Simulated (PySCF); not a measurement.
# Br⁺: interval between two levels

Br⁺ [Ar] 3d10 4s2 4p4 [3P2, M_J = 2] → Br⁺ [Ar] 3d10 4s2 4p3 5s1 [5S2, M_J = 2], as a difference of total energies. All numbers are calculated (PySCF 2.14, the two-component X2C-1e Hamiltonian, in x2c-SVPall-2c with one added diffuse shell each of s, p, d type (6s7p4d, 47 functions)). Correlated levels: [Ne] frozen. "Screened" scales the spin-orbit matrix elements by Boettger's factors to mimic the two-electron term; Breit and QED terms are absent.

```json
{"method": "GHF (spin-free)", "interval between two levels (cm⁻¹)": "86085"}
{"method": "GMP2 (spin-free)", "interval between two levels (cm⁻¹)": "88286"}
{"method": "GHF (screened spin-orbit)", "interval between two levels (cm⁻¹)": "87585"}
{"method": "GMP2 (screened spin-orbit)", "interval between two levels (cm⁻¹)": "89724"}
```

The spin-free rows relax to the high-spin LS determinant and lack the spin-orbit shift.

Errors of the correlated levels include the incompleteness of this basis and the frozen core.

The labels give the starting determinants; with spin-orbit coupling the two ends relaxed to ⟨J²⟩ = 6.01, ⟨L²⟩ = 2.11, ⟨S²⟩ = 1.95 and ⟨J²⟩ = 6.00, ⟨L²⟩ = 0.02, ⟨S²⟩ = 5.97.

Question: Which method comes closest to the reference value, and which is furthest?

Answer: The reference is 93921 cm⁻¹ (measured; NIST Handbook of Basic Atomic Spectroscopic Data (Sansonetti and Martin, J. Phys. Chem. Ref. Data 34, 1559 (2005))). Closest: GMP2 (screened spin-orbit) (error -4196.9 cm⁻¹); furthest: GHF (spin-free) (error -7835.9 cm⁻¹).
